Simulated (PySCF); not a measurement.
## C7H11O: g tensor and hyperfine couplings

C₇H₁₁O (doublet state).
Z-matrix (Å and degrees, GFN2-xTB geometry), rows numbered from 1:
```
C 
C   1  1.3193
C   2  1.4955  1  124.32
C   3  1.5304  2  110.83  1  -117.98
C   4  1.5411  3  113.97  2   174.84
C   5  1.4772  4  101.96  3   144.42
C   6  1.4774  5  109.25  4   -11.12
O   7  1.4120  6  106.37  5    -5.46
H   1  1.0768  2  122.09  3   179.08
H   1  1.0787  2  121.72  3    -1.43
H   2  1.0808  1  121.06  3  -178.17
H   3  1.0916  2  110.38  1     2.79
H   3  1.0930  2  109.55  1   122.97
H   4  1.1036  3  109.09  2    52.44
H   5  1.0932  4  112.27  3   -93.72
H   5  1.1002  4  110.43  3    25.66
H   6  1.0697  5  126.14  4   170.58
H   7  1.1093  6  111.70  5   114.68
H   7  1.0999  6  113.72  5  -124.39
```

The hyperfine couplings belong to this conformer and change with its torsions.

The species is `C=CC[C@H]1C[CH]CO1` [radical].

Computed, not measured: UKS B3LYP, pcH-1 on C H O, non-relativistic, mean-field spin-orbit, GIAO in PySCF. One conformer (not necessarily the lowest) at the GFN2-xTB geometry, without solvent, vibrations or thermal averaging. A GFN2-xTB geometry isn't a minimum of the functional, and hyperfine couplings can be far from their values at a DFT geometry. No stability test was run, so a lower SCF solution isn't excluded.

| Quantity | Value |
| --- | --- |
| g1, g2, g3 | 2.00217, 2.00270, 2.00297 |
| g_iso | 2.00262 |
| Form of g | rhombic: the two nearest values differ by 34 % of g3 − g1 |
| ⟨S²⟩ | 0.7539 (exact 0.7500) |
| α and β electrons | 31, 30 |

Hyperfine couplings atom by atom, in MHz; T1 to T3 are the principal values of the dipolar part; ρ(0) is the spin density at the nucleus:

```json
{"atom": "C1", "isotope": "13C", "a_iso": "0.1", "T1": "-0.2", "T2": "0.0", "T3": "0.2", "Mulliken spin population": "0.00", "ρ(0) (bohr⁻³)": "0.0000"}
{"atom": "C2", "isotope": "13C", "a_iso": "-0.2", "T1": "-0.2", "T2": "-0.1", "T3": "0.3", "Mulliken spin population": "0.00", "ρ(0) (bohr⁻³)": "-0.0002"}
{"atom": "C3", "isotope": "13C", "a_iso": "-0.9", "T1": "-0.4", "T2": "-0.2", "T3": "0.6", "Mulliken spin population": "0.00", "ρ(0) (bohr⁻³)": "-0.0008"}
{"atom": "C4", "isotope": "13C", "a_iso": "1.3", "T1": "-1.3", "T2": "-0.7", "T3": "2.0", "Mulliken spin population": "0.01", "ρ(0) (bohr⁻³)": "0.0012"}
{"atom": "C5", "isotope": "13C", "a_iso": "-34.2", "T1": "-2.4", "T2": "0.5", "T3": "1.9", "Mulliken spin population": "-0.09", "ρ(0) (bohr⁻³)": "-0.0304"}
{"atom": "C6", "isotope": "13C", "a_iso": "88.4", "T1": "-81.6", "T2": "-81.2", "T3": "162.9", "Mulliken spin population": "1.02", "ρ(0) (bohr⁻³)": "0.0786"}
{"atom": "C7", "isotope": "13C", "a_iso": "-36.6", "T1": "-2.0", "T2": "0.4", "T3": "1.7", "Mulliken spin population": "-0.08", "ρ(0) (bohr⁻³)": "-0.0325"}
{"atom": "O8", "isotope": "17O", "a_iso": "1.2", "T1": "-1.7", "T2": "0.6", "T3": "1.1", "Mulliken spin population": "0.00", "ρ(0) (bohr⁻³)": "-0.0019"}
{"atom": "H9", "isotope": "1H", "a_iso": "-0.1", "T1": "-0.3", "T2": "-0.2", "T3": "0.5", "Mulliken spin population": "0.00", "ρ(0) (bohr⁻³)": "0.0000"}
{"atom": "H10", "isotope": "1H", "a_iso": "-0.1", "T1": "-0.3", "T2": "-0.3", "T3": "0.6", "Mulliken spin population": "0.00", "ρ(0) (bohr⁻³)": "0.0000"}
{"atom": "H11", "isotope": "1H", "a_iso": "0.0", "T1": "-0.6", "T2": "-0.6", "T3": "1.2", "Mulliken spin population": "0.00", "ρ(0) (bohr⁻³)": "0.0000"}
{"atom": "H12", "isotope": "1H", "a_iso": "-0.1", "T1": "-1.1", "T2": "-1.0", "T3": "2.1", "Mulliken spin population": "0.00", "ρ(0) (bohr⁻³)": "0.0000"}
{"atom": "H13", "isotope": "1H", "a_iso": "0.6", "T1": "-1.4", "T2": "-1.3", "T3": "2.6", "Mulliken spin population": "0.00", "ρ(0) (bohr⁻³)": "0.0001"}
{"atom": "H14", "isotope": "1H", "a_iso": "-1.6", "T1": "-2.9", "T2": "-2.4", "T3": "5.2", "Mulliken spin population": "0.00", "ρ(0) (bohr⁻³)": "-0.0004"}
{"atom": "H15", "isotope": "1H", "a_iso": "83.3", "T1": "-4.7", "T2": "-3.9", "T3": "8.6", "Mulliken spin population": "0.03", "ρ(0) (bohr⁻³)": "0.0186"}
{"atom": "H16", "isotope": "1H", "a_iso": "143.4", "T1": "-5.4", "T2": "-3.5", "T3": "8.9", "Mulliken spin population": "0.06", "ρ(0) (bohr⁻³)": "0.0321"}
{"atom": "H17", "isotope": "1H", "a_iso": "-64.0", "T1": "-39.0", "T2": "0.0", "T3": "39.1", "Mulliken spin population": "-0.04", "ρ(0) (bohr⁻³)": "-0.0143"}
{"atom": "H18", "isotope": "1H", "a_iso": "128.1", "T1": "-5.4", "T2": "-3.5", "T3": "8.9", "Mulliken spin population": "0.05", "ρ(0) (bohr⁻³)": "0.0287"}
{"atom": "H19", "isotope": "1H", "a_iso": "103.7", "T1": "-4.8", "T2": "-3.8", "T3": "8.6", "Mulliken spin population": "0.04", "ρ(0) (bohr⁻³)": "0.0232"}
```

The largest Mulliken spin populations are on C6 (+1.02), C5 (-0.09) and C7 (-0.08). No atom but C6 exceeds +0.15. The positive populations add up to 1.21 and the negative ones to -0.21, together 2S = 1. The angles at C6 add up to 360.0°, so it is planar; its axial dipolar tensor and the negative coupling of its proton fit spin in a p orbital normal to that plane.

Axes: g3 points within 2° of the C6–H17 bond.

Under fast tumbling the dipolar parts average out, and these isotropic splittings remain: 1 × 1H (H16, I = 1/2, 2 lines) with 5.11 mT, 1 × 1H (H18, I = 1/2, 2 lines) with 4.57 mT, 1 × 1H (H19, I = 1/2, 2 lines) with 3.70 mT, 1 × 1H (H15, I = 1/2, 2 lines) with 2.97 mT, 1 × 1H (H17, I = 1/2, 2 lines) with 2.28 mT and 1 × 1H (H14, I = 1/2, 2 lines) with 0.06 mT.

The 13C coupling of C6 (88.4 MHz) shows only in satellite lines or after enrichment, since that isotope makes up about 1.07 % of natural carbon.

Examples of negative spin density at the nucleus (bohr⁻³): C7 (-0.0325), C5 (-0.0304) and H17 (-0.0143).
